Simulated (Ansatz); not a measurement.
Geometry optimisation, Ansatz, UKS B3LYP-D4/cc-pVDZ.

The input (input.yaml):

```yaml
crystal:
  periodic: [false, false, false]
  atoms:
    - { symbol: B, position_ang: [-0.072685, 0.240281, 0.0984] }
    - { symbol: H, position_ang: [0.037501, 0.588653, 2.456723] }
    - { symbol: F, position_ang: [1.138262, -0.032485, -0.416923] }
    - { symbol: F, position_ang: [-1.088287, -0.608665, -0.2141] }
    - { symbol: O, position_ang: [0.139064, -0.237441, 1.924808] }
    - { symbol: H, position_ang: [-0.668255, -0.751444, 2.10819] }
magnetization:
  spin_polarized: true
  initial_magnetization: 1
basis:
  gaussian: { orbitals: cc-pVDZ }
hamiltonian:
  xc: b3lyp
  dispersion: d4
relax:
  f_tol: 0.03
  max_steps: 50
output:
  orbitals: {}
```

Launched with:

```bash
$ ansatz run input.yaml --threads 2 --pin off --max-ram 3072MiB --backend cpu --events-out ev --progress --plain --runs-dir out
```

Q: Where does it end, and by what steps?

A: The forces met the threshold. After 6 steps the energy has fallen by 0.011 eV; H2 moved furthest, 0.06 Å.

```tsv
step	energy less start (eV)	largest force component (eV/Å)	accepted
0	0.0000	0.585	yes
1	-0.0075	0.176	yes
2	-0.0094	0.083	yes
3	-0.0101	0.066	yes
4	-0.0105	0.036	yes
5	-0.0106	0.031	yes
6	-0.0106	0.003	yes
```

```xyz
6
Properties=species:S:1:pos:R:3
B -0.072 0.234 0.140
H 0.046 0.587 2.400
F 1.140 -0.020 -0.395
F -1.091 -0.605 -0.203
O 0.136 -0.246 1.906
H -0.673 -0.752 2.109
```

Whether the end is a true minimum wasn't checked by a vibrational analysis.

The run took 12 s on 2 threads of Arm Neoverse V1 (shared host), peak memory 0.15 GiB.
